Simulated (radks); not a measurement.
Task: Species: Sr XXVIII. Configuration: [Ne] 3s1 (the NIST ground configuration). All-electron calculation, scalar-relativistic Kohn-Sham, BLYP, spin-polarised, spherical densities, finite nucleus; open shells are filled with parallel spins first (spin-orbit coupling, left out, can overturn this in heavy ions); Fermi nuclear charge, rms radius 4.224 fm. Program: a radial shooting solver on a logarithmic mesh with Libxc functionals. Some entries of the table are withheld. Estimate them.

orbital  occ.  eigenvalue (eV)  <1/r> (bohr^-1)  r(max) (bohr)
1s up       1        -17302.28            39.01        0.02553
1s down     1        -17300.63            39.01        0.02553
2s up       1        -3444.089            8.863         0.1439
2s down     1        -3442.110            8.866         0.1439
2p up       3        -3218.572            8.639         0.1148
2p down     3        -3216.786            8.641         0.1148
3s up       1        -1367.695            3.578            (1)
3s down     0        -1356.695            3.577            (2)
3p up       0        -1296.784            3.478         0.3768
3p down     0        -1286.338            3.480         0.3757
4s up       0        -726.3625            1.930         0.7751

Result: 
(1) 3s up r(max) (bohr): 0.3917
(2) 3s down r(max) (bohr): 0.3910
